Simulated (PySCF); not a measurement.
CH6O2Si2, SMILES [SiH2](OC=O)[SiH3].

Geometry optimised at PBE-D3(BJ)/def2-SVP. This is a generated structure with no PubChem entry under its InChIKey; it may be hypothetical. Other conformers were not sampled.

These are PBE-D3(BJ)/def2-SVP (PySCF 2.14.0) values and carry that method's errors.

Frequencies are harmonic and unscaled.

A small imaginary wavenumber (i) marks a very flat motion, where grid noise or a shallow saddle decides the sign.

Computed normal modes with their intensities:
```tsv
mode	ν (cm⁻¹)	IR (km/mol)	moving atoms (share of kinetic energy)
1	18i	0.7	O 58 %, H 20 %, Si 19 %
2	126	5.1	Si 42 %, O 40 %, C 9 %, H 9 %
3	217	3.8	H 78 %, C 11 %, O 11 %
4	219	11.3	O 55 %, Si 35 %
5	263	3.2	H 61 %, O 24 %, C 14 %
6	349	23.9	H 89 %
7	403	6.7	Si 73 %, H 24 %
8	517	11.4	H 75 %, Si 22 %
9	585	0.9	H 77 %, Si 22 %
10	660	44.9	O 43 %, Si 38 %, C 9 %, H 9 %
11	708	16.2	H 93 %
12	726	10.0	O 49 %, H 30 %, C 14 %
13	789	293.0	H 68 %, O 16 %, C 10 %
14	848	77.6	H 81 %, Si 10 %
15	884	50.1	H 97 %
16	913	89.2	H 95 %
17	917	38.3	H 98 %
18	999	0.2	H 57 %, C 38 %
19	1206	287.0	O 49 %, C 44 %
20	1343	1.5	H 89 %
21	1759	244.8	C 59 %, O 38 %
22	2125	108.3	H 97 %
23	2172	83.4	H 98 %
24	2178	56.6	H 96 %
25	2182	39.0	H 98 %
26	2200	99.7	H 95 %
27	2953	85.1	H 92 %, C 8 %
```
